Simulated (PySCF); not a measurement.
**V²⁺ (vanadium, charge +2) across methods**

[Ar] 3d3, high-spin 4F determinant. Computed with PySCF 2.14 in x2c-QZVPPall (11s7p5d3f2g, 96 functions), with scalar relativity by spin-free X2C-1e.

```json
{"method": "r2SCAN", "E (hartree)": "-948.377", "mean ε 3p α (eV)": "-62.711", "mean ε 3p β (eV)": "-59.287", "mean ε 3d α (eV)": "-22.992", "Σ⟨r²⟩ (bohr²)": "16.47", "⟨S²⟩": "3.751"}
{"method": "PBE", "E (hartree)": "-948.166", "mean ε 3p α (eV)": "-61.506", "mean ε 3p β (eV)": "-58.673", "mean ε 3d α (eV)": "-22.622", "Σ⟨r²⟩ (bohr²)": "16.67", "⟨S²⟩": "3.750"}
{"method": "LDA", "E (hartree)": "-946.172", "mean ε 3p α (eV)": "-61.536", "mean ε 3p β (eV)": "-58.788", "mean ε 3d α (eV)": "-22.666", "Σ⟨r²⟩ (bohr²)": "16.68", "⟨S²⟩": "3.750"}
{"method": "UHF", "E (hartree)": "-947.44834", "mean ε 3p α (eV)": "-75.113", "mean ε 3p β (eV)": "-67.880", "mean ε 3d α (eV)": "-30.280", "Σ⟨r²⟩ (bohr²)": "16.31", "⟨S²⟩": "3.753"}
{"method": "PBE0", "E (hartree)": "-948.207", "mean ε 3p α (eV)": "-65.141", "mean ε 3p β (eV)": "-61.321", "mean ε 3d α (eV)": "-24.686", "Σ⟨r²⟩ (bohr²)": "16.52", "⟨S²⟩": "3.751"}
```

(1) Estimate the same row for TPSS.

Answers

(1) E (hartree) = -948.436; mean ε 3p α (eV) = -61.833; mean ε 3p β (eV) = -58.856; mean ε 3d α (eV) = -22.615; Σ⟨r²⟩ (bohr²) = 16.60; ⟨S²⟩ = 3.751.
